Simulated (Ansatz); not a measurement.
Input for Ansatz (an electronic-structure program): R-MP2/def2-TZVPPD on CdH2 (SMILES [CdH2]), atoms moved off the minimum. Elements past Kr take the def2 small-core potentials; no spin–orbit coupling. Files ending in .json are basis or fitting sets from the Basis Set Exchange.

Ansatz 0.2 input:
```yaml
crystal:
  periodic: [false, false, false]
  atoms:
    - {symbol: Cd, position_ang: [-0.03401530, 0.01624087, 0.01129174]}
    - {symbol: H, position_ang: [0.00526105, 0.00962612, 1.70187454]}
    - {symbol: H, position_ang: [0.01642212, -0.07847165, -1.70603536]}
basis:
  gaussian:
    orbitals: def2-TZVPPD.json
magnetization: {spin_polarized: false}
correlation: {method: mp2, electrons: outside_noble_gas}
scf: {lower_state_search: off}
output: {forces: true}
```

Q: Give the final energy of this run.

A: -168.4603 hartree.
